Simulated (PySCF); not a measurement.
# A survey of ¹⁷O NMR shifts

Single conformer, equivalent nuclei averaged, no solvent model, non-relativistic. PBE0/pcSseg-1 with gauge-including orbitals; structure optimised with GFN2-xTB; PySCF.

Shieldings were converted by a linear fit to measured shifts: ¹⁷O (scatter 10.7 ppm rms, 12.2 ppm with the 3 outliers that the fit left out vs liquid water, solution or neat liquid). A few per cent of atoms miss by over 2 rms, more outside the fitted compound classes.

Question: Give the ¹⁷O shifts of `O=C1CC=C[SiH2]1`, `O=C(O)C#CC[SiH2]N([SiH3])[SiH3]`, `O=C(O)C#C[SiH2]CN([SiH3])[SiH3]`, `CCC[C@@H]1O[C@H]1F`, `CCC[C@@H]1O[C@H]1F`.

Answer: 
```csv
compound,environment,δ (ppm)
O=C1CC=C[SiH2]1,carbonyl oxygen,770.7
[O:1]=[C:2]([OH:3])[C:4]#[C:5][CH2:6][SiH2:7][N:8]([SiH3:9])[SiH3:10],O1: carbonyl oxygen,373.1
[O:1]=[C:2]([OH:3])[C:4]#[C:5][CH2:6][SiH2:7][N:8]([SiH3:9])[SiH3:10],O3: acid hydroxyl oxygen,159.3
[O:1]=[C:2]([OH:3])[C:4]#[C:5][SiH2:6][CH2:7][N:8]([SiH3:9])[SiH3:10],O1: carbonyl oxygen,380.1
[O:1]=[C:2]([OH:3])[C:4]#[C:5][SiH2:6][CH2:7][N:8]([SiH3:9])[SiH3:10],O3: acid hydroxyl oxygen,159.4
CCC[C@@H]1O[C@H]1F,ether oxygen,28.3
CCC[C@@H]1O[C@H]1F,ether oxygen,28.3
```

In solution the two oxygens of a carboxylic acid give one averaged line by proton exchange, and hydrogen bonding shields acid and N–H amide carbonyl oxygens by tens of ppm; neither is in these numbers.
